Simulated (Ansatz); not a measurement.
Mulliken charges of BH₅O₂SSi, SMILES `BO[SiH](O)S` from B3LYP/def2-TZVPP in Ansatz (PBE0-D4/def2-TZVP geometry).

```csv
atom,x (Å),y (Å),z (Å),charge (e)
B1,-0.919,1.221,1.098,0.079
O2,-0.796,0.010,0.519,-0.317
Si3,0.202,-0.709,-0.581,0.645
O4,0.596,-2.182,-0.009,-0.385
S5,2.063,0.262,-0.851,-0.245
H6,-0.166,2.111,0.810,0.003
H7,-1.803,1.371,1.895,0.009
H8,-0.566,-0.755,-1.842,-0.089
H9,-0.046,-2.629,0.545,0.192
H10,1.517,1.249,-1.581,0.108
```

By hand: the dipole of these point charges (1 e Å = 4.8032 D).

Σ q r = (-0.236, 0.128, -0.123) e Å, of length 0.295 e Å = 1.42 D.

How does the dipole of the full density compare? (An estimate is asked.)

Ansatz gave: (-0.254, -0.034, -0.044) e Å, 1.25 D; the point charges give 1.14 times that, at 37° from its direction.

Point charges leave out the atoms' own dipoles, such as those of lone pairs, and Mulliken's split depends on the basis, so the two needn't agree.

B3LYP here is the variant with VWN-RPA as its local correlation; programs differ in this.
